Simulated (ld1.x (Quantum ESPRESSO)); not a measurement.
## Pseudopotential generation for Ta: TM, PBE, scalar-relativistic.

```json
{
  "Element": "Ta (Z = 73)",
  "Generator": "ld1.x (Quantum ESPRESSO) 7.5",
  "Type": "norm-conserving Troullier–Martins (Kleinman–Bylander form)",
  "Functional": "PBE",
  "Relativity": "scalar-relativistic",
  "Frozen core": "[Kr] 4d10 4f14",
  "Valence charge": "13",
  "Reference configuration": "5s2 5p6 5d3 6s1 6p0 (charge +1)",
  "Partial waves": "5s (bound): rc 1.30 bohr; 5d (bound): rc 0.50 bohr; 5p (bound): rc 1.25 bohr",
  "Local potential": "the p channel",
  "Core correction": "Bessel-smoothed model core inside 0.35 bohr"
}
```

Occupied shells without a wave of their own: 6s. They enter only through the test configuration that unscreens the potential, and ld1.x also counts them in the model core charge.

**Question.** Is a potential produced?

**Answer.** No. ld1.x (Quantum ESPRESSO) 7.5 stopped with "the pseudo-atom did not reach self-consistency". The 5d radius of 0.50 bohr lies inside the outermost node of the all-electron wave at 0.65 bohr. Before that it printed "Warning: n=3, l=2 expected 0 nodes, found 1".
